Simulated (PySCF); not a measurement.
# How methods differ on the ionisation energy of B⁺

B⁺ [He] 2s2 (1S) → B²⁺ [He] 2s1 (2S), as a difference of total energies. Computed with PySCF 2.14 in dyall-acv3z (15s9p4d2f, 76 functions), with the spin-free X2C one-electron Hamiltonian (Gaussian nucleus). Correlated levels: valence: 1s2 frozen; virtual orbitals above 40 to 60 times the deepest correlated orbital energy dropped. The calculations carry no spin-orbit coupling.

```csv
method,ionisation energy (eV),error (eV)
UHF,23.449,-1.706
MP2 (valence),24.474,-0.681
SCS-MP2 (valence),24.679,-0.476
CCSD (valence),25.109,-0.046
```

Reference: 25.155 eV (measured; NIST Atomic Spectra Database, ionization energies).

Errors of the correlated levels include the incompleteness of this basis and the frozen core.

With two correlated electrons CCSD is exact in that space.
